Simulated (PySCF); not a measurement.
## State search for BiH

Unrestricted PBE0; Bi def2-TZVPP with ECP60, H def2-TZVPP; scalar-relativistic core potentials (PySCF 2.14). Outer shells of the fragments: Bi 5d10 6s2 6p3; H 1s1.

Followed along the bond (rough minima from three points):

```
2Ms+1    unpaired  ⟨S²⟩ at the start  R at minimum (Å)  Te (eV)
    3        π ↑↑               2.01              1.80     0.00
    1        π ↑↓               1.01              1.79     0.32
    1        none               0.00              1.79     1.21
    5  σ ↑↑, π ↑↑               6.00  none in the scan   ≤ 4.68
```

Solutions found at the starting distance of 1.780 Å, counted from the lowest of them; the search is not exhaustive and high or unbound solutions are not listed, so other states can lie among these:

```
2Ms+1    unpaired   term  E (eV)  ⟨S²⟩  ⟨Lz²⟩  μ (D)
    3        π ↑↑    ³Σ⁻    0.00  2.01   0.00  -0.65
    1        π ↑↓  mixed    0.32  1.01   2.02  -0.64
    1        none  mixed    1.21  0.00   2.01  -0.62
    3    σ ↑, π ↑     ³Π    3.68  2.01   1.01   0.74
    1    σ ↓, π ↑  mixed    3.86  1.01   1.01   0.75
    3    σ ↑, π ↑     ³Π    4.63  2.00   1.00  -0.14
    5  σ ↑↑, π ↑↑    ⁵Σ⁻    5.44  6.00   0.00   1.00
```

A term symbol is given only where ⟨S²⟩ and ⟨Lz²⟩ are close to those of a pure state; real π, δ and φ orbitals otherwise mix terms. A positive dipole means Bi(−)H(+).

These are scalar-relativistic numbers at best; spin–orbit coupling would shift them, the dissociation energy most. Counting both spins, an empty level lies below a filled one in some of these solutions, because spin and occupation are held.
